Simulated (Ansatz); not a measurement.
Born–Oppenheimer molecular dynamics of a periodic cell of 18 atoms, Be16HC (surface Be(0001), adsorbate CH). It starts from a relaxed structure.

Computed with DFT PBE, scalar-relativistic, plane waves, PAW in Ansatz. Settings: cutoff 420 eV, k mesh 4x4x1, fermi-dirac smearing 0.15 eV, no spin polarisation.

```json
{
  "ensemble": "NVE (velocity Verlet)",
  "time step": "2 fs",
  "steps asked": "150",
  "starting velocities drawn for": "600 K",
  "atoms held": "1 to 4",
  "seed": "763451"
}
```

Frames 2 fs apart, positions in Å.

Velocities at 140.0 fs (Å/ps):

```
Be 0.00 0.00 0.00
Be 0.00 0.00 0.00
Be 0.00 0.00 0.00
Be 0.00 0.00 0.00
Be 1.67 6.46 -3.75
Be -6.71 -6.29 -1.72
Be -3.59 -5.55 10.42
Be 8.03 -5.07 5.81
Be 8.41 -1.47 -11.99
Be -9.96 1.27 -6.18
Be -4.07 -5.46 -2.30
Be -1.81 3.36 1.42
Be -12.74 5.08 -0.67
Be -8.66 -1.83 -1.32
Be 6.23 5.55 -11.27
Be 4.41 0.55 -9.89
C 2.82 1.09 -6.21
H 20.06 3.94 6.21
```

```xyz
18
Lattice="4.5800 0.0000 0.0000 2.2900 3.9664 0.0000 0.0000 0.0000 16.3826" Properties=species:S:1:pos:R:3 time_fs=140.0 energy_less_start_eV=0.372 T=398
Be 0.000 1.322 1.000
Be 2.290 1.322 1.000
Be 1.145 3.305 1.000
Be 3.435 3.305 1.000
Be -0.006 0.035 2.802
Be 2.384 0.000 2.824
Be 1.110 1.998 2.713
Be 3.424 1.997 2.741
Be 0.018 1.318 4.590
Be 2.412 1.262 4.646
Be 1.178 3.271 4.646
Be 3.533 3.277 4.696
Be 0.004 -0.082 6.331
Be 2.024 0.083 6.557
Be 1.245 2.102 6.514
Be 3.597 1.869 6.601
C 5.141 0.931 7.489
H 4.984 1.005 8.537
18
Lattice="4.5800 0.0000 0.0000 2.2900 3.9664 0.0000 0.0000 0.0000 16.3826" Properties=species:S:1:pos:R:3 time_fs=142.0 energy_less_start_eV=0.293 T=440
Be 0.000 1.322 1.000
Be 2.290 1.322 1.000
Be 1.145 3.305 1.000
Be 3.435 3.305 1.000
Be -0.002 0.047 2.795
Be 2.369 -0.012 2.820
Be 1.104 1.987 2.735
Be 3.440 1.987 2.754
Be 0.036 1.315 4.564
Be 2.390 1.265 4.634
Be 1.170 3.260 4.642
Be 3.529 3.284 4.697
Be -0.023 -0.072 6.330
Be 2.008 0.080 6.555
Be 1.257 2.113 6.490
Be 3.607 1.869 6.580
C 5.146 0.934 7.476
H 5.026 1.009 8.570
18
Lattice="4.5800 0.0000 0.0000 2.2900 3.9664 0.0000 0.0000 0.0000 16.3826" Properties=species:S:1:pos:R:3 time_fs=144.0 energy_less_start_eV=0.273 T=453
Be 0.000 1.322 1.000
Be 2.290 1.322 1.000
Be 1.145 3.305 1.000
Be 3.435 3.305 1.000
Be 0.003 0.057 2.787
Be 2.352 -0.024 2.817
Be 1.100 1.975 2.760
Be 3.456 1.977 2.769
Be 0.056 1.310 4.538
Be 2.368 1.269 4.622
Be 1.161 3.250 4.637
Be 3.524 3.290 4.696
Be -0.052 -0.064 6.328
Be 1.994 0.079 6.554
Be 1.267 2.122 6.466
Be 3.619 1.869 6.559
C 5.150 0.941 7.466
H 5.076 1.002 8.588
18
Lattice="4.5800 0.0000 0.0000 2.2900 3.9664 0.0000 0.0000 0.0000 16.3826" Properties=species:S:1:pos:R:3 time_fs=146.0 energy_less_start_eV=0.259 T=459
Be 0.000 1.322 1.000
Be 2.290 1.322 1.000
Be 1.145 3.305 1.000
Be 3.435 3.305 1.000
Be 0.009 0.065 2.779
Be 2.333 -0.036 2.814
Be 1.099 1.963 2.785
Be 3.471 1.969 2.786
Be 0.076 1.305 4.513
Be 2.345 1.274 4.611
Be 1.153 3.242 4.632
Be 3.517 3.295 4.692
Be -0.081 -0.056 6.326
Be 1.983 0.079 6.553
Be 1.275 2.129 6.441
Be 3.634 1.868 6.535
C 5.153 0.951 7.460
H 5.131 0.987 8.566
18
Lattice="4.5800 0.0000 0.0000 2.2900 3.9664 0.0000 0.0000 0.0000 16.3826" Properties=species:S:1:pos:R:3 time_fs=148.0 energy_less_start_eV=0.306 T=434
Be 0.000 1.322 1.000
Be 2.290 1.322 1.000
Be 1.145 3.305 1.000
Be 3.435 3.305 1.000
Be 0.015 0.070 2.772
Be 2.312 -0.046 2.812
Be 1.100 1.952 2.809
Be 3.484 1.961 2.804
Be 0.096 1.299 4.489
Be 2.321 1.279 4.601
Be 1.144 3.235 4.627
Be 3.508 3.299 4.686
Be -0.110 -0.048 6.323
Be 1.974 0.082 6.553
Be 1.281 2.131 6.415
Be 3.649 1.865 6.512
C 5.156 0.963 7.457
H 5.183 0.968 8.524
18
Lattice="4.5800 0.0000 0.0000 2.2900 3.9664 0.0000 0.0000 0.0000 16.3826" Properties=species:S:1:pos:R:3 time_fs=150.0 energy_less_start_eV=0.384 T=392
Be 0.000 1.322 1.000
Be 2.290 1.322 1.000
Be 1.145 3.305 1.000
Be 3.435 3.305 1.000
Be 0.021 0.070 2.764
Be 2.292 -0.054 2.809
Be 1.105 1.941 2.833
Be 3.494 1.954 2.822
Be 0.114 1.292 4.468
Be 2.300 1.284 4.592
Be 1.135 3.230 4.621
Be 3.498 3.301 4.677
Be -0.138 -0.040 6.321
Be 1.967 0.087 6.553
Be 1.284 2.130 6.391
Be 3.666 1.863 6.489
C 5.157 0.978 7.450
H 5.229 0.949 8.513
18
Lattice="4.5800 0.0000 0.0000 2.2900 3.9664 0.0000 0.0000 0.0000 16.3826" Properties=species:S:1:pos:R:3 time_fs=152.0 energy_less_start_eV=0.462 T=348
Be 0.000 1.322 1.000
Be 2.290 1.322 1.000
Be 1.145 3.305 1.000
Be 3.435 3.305 1.000
Be 0.028 0.067 2.757
Be 2.271 -0.062 2.807
Be 1.114 1.933 2.852
Be 3.502 1.949 2.840
Be 0.130 1.284 4.451
Be 2.280 1.289 4.583
Be 1.126 3.228 4.615
Be 3.487 3.302 4.665
Be -0.162 -0.032 6.319
Be 1.962 0.094 6.552
Be 1.284 2.124 6.368
Be 3.683 1.861 6.466
C 5.159 0.994 7.441
H 5.264 0.932 8.537
18
Lattice="4.5800 0.0000 0.0000 2.2900 3.9664 0.0000 0.0000 0.0000 16.3826" Properties=species:S:1:pos:R:3 time_fs=154.0 energy_less_start_eV=0.557 T=299
Be 0.000 1.322 1.000
Be 2.290 1.322 1.000
Be 1.145 3.305 1.000
Be 3.435 3.305 1.000
Be 0.033 0.060 2.750
Be 2.251 -0.068 2.805
Be 1.125 1.926 2.868
Be 3.507 1.944 2.857
Be 0.143 1.275 4.440
Be 2.263 1.293 4.576
Be 1.117 3.230 4.609
Be 3.474 3.300 4.652
Be -0.183 -0.023 6.318
Be 1.960 0.102 6.550
Be 1.282 2.115 6.346
Be 3.700 1.859 6.443
C 5.160 1.011 7.431
H 5.284 0.923 8.547
18
Lattice="4.5800 0.0000 0.0000 2.2900 3.9664 0.0000 0.0000 0.0000 16.3826" Properties=species:S:1:pos:R:3 time_fs=156.0 energy_less_start_eV=0.597 T=275
Be 0.000 1.322 1.000
Be 2.290 1.322 1.000
Be 1.145 3.305 1.000
Be 3.435 3.305 1.000
Be 0.038 0.049 2.744
Be 2.232 -0.071 2.804
Be 1.140 1.922 2.877
Be 3.509 1.941 2.871
Be 0.152 1.265 4.435
Be 2.249 1.296 4.570
Be 1.107 3.234 4.602
Be 3.460 3.297 4.638
Be -0.200 -0.015 6.317
Be 1.959 0.112 6.547
Be 1.277 2.102 6.326
Be 3.717 1.859 6.422
C 5.161 1.028 7.423
H 5.282 0.926 8.520
18
Lattice="4.5800 0.0000 0.0000 2.2900 3.9664 0.0000 0.0000 0.0000 16.3826" Properties=species:S:1:pos:R:3 time_fs=158.0 energy_less_start_eV=0.624 T=260
Be 0.000 1.322 1.000
Be 2.290 1.322 1.000
Be 1.145 3.305 1.000
Be 3.435 3.305 1.000
Be 0.041 0.034 2.738
Be 2.216 -0.074 2.802
Be 1.157 1.920 2.881
Be 3.507 1.939 2.883
Be 0.157 1.254 4.437
Be 2.240 1.298 4.565
Be 1.097 3.241 4.595
Be 3.445 3.292 4.623
Be -0.213 -0.008 6.318
Be 1.960 0.122 6.542
Be 1.271 2.087 6.308
Be 3.733 1.860 6.402
C 5.161 1.044 7.416
H 5.263 0.941 8.475
18
Lattice="4.5800 0.0000 0.0000 2.2900 3.9664 0.0000 0.0000 0.0000 16.3826" Properties=species:S:1:pos:R:3 time_fs=160.0 energy_less_start_eV=0.620 T=263
Be 0.000 1.322 1.000
Be 2.290 1.322 1.000
Be 1.145 3.305 1.000
Be 3.435 3.305 1.000
Be 0.043 0.016 2.733
Be 2.202 -0.074 2.801
Be 1.176 1.921 2.879
Be 3.503 1.938 2.892
Be 0.157 1.243 4.444
Be 2.235 1.298 4.562
Be 1.087 3.251 4.588
Be 3.429 3.286 4.608
Be -0.220 -0.002 6.318
Be 1.962 0.133 6.536
Be 1.264 2.071 6.290
Be 3.746 1.863 6.384
C 5.161 1.060 7.406
H 5.229 0.964 8.461
18
Lattice="4.5800 0.0000 0.0000 2.2900 3.9664 0.0000 0.0000 0.0000 16.3826" Properties=species:S:1:pos:R:3 time_fs=162.0 energy_less_start_eV=0.579 T=283
Be 0.000 1.322 1.000
Be 2.290 1.322 1.000
Be 1.145 3.305 1.000
Be 3.435 3.305 1.000
Be 0.043 -0.003 2.730
Be 2.192 -0.072 2.800
Be 1.195 1.924 2.870
Be 3.496 1.937 2.897
Be 0.153 1.232 4.455
Be 2.236 1.296 4.560
Be 1.076 3.263 4.581
Be 3.413 3.279 4.593
Be -0.223 0.002 6.319
Be 1.966 0.145 6.528
Be 1.256 2.055 6.272
Be 3.757 1.869 6.367
C 5.159 1.073 7.392
H 5.185 0.995 8.489
```

Of the whole run (300 fs, mean temperature of the second half 303 K): The conserved energy stayed within 0.8 meV per atom of its start (net change 0.67 meV per atom), so the integration is sound. Over the second half the temperature averaged 0.50 of the 600 K drawn at the start: a run that starts near a minimum puts about half its kinetic energy into the potential. A step of 2 fs is long for free X–H stretches (periods near 10 fs) and can bias their spread and the temperature. A run of 0.3 ps of so small a system gives no equilibrium averages. Limits of this set-up: coarse k mesh, thin slab, slab without dipole correction, odd electron count without spin.

Time of the run: 13 min on 1 thread of Intel(R) Xeon(R) Platinum 8259CL CPU @ 2.50GHz (Skylake/Cascade Lake), on a shared host, peak memory 0.61 GiB.
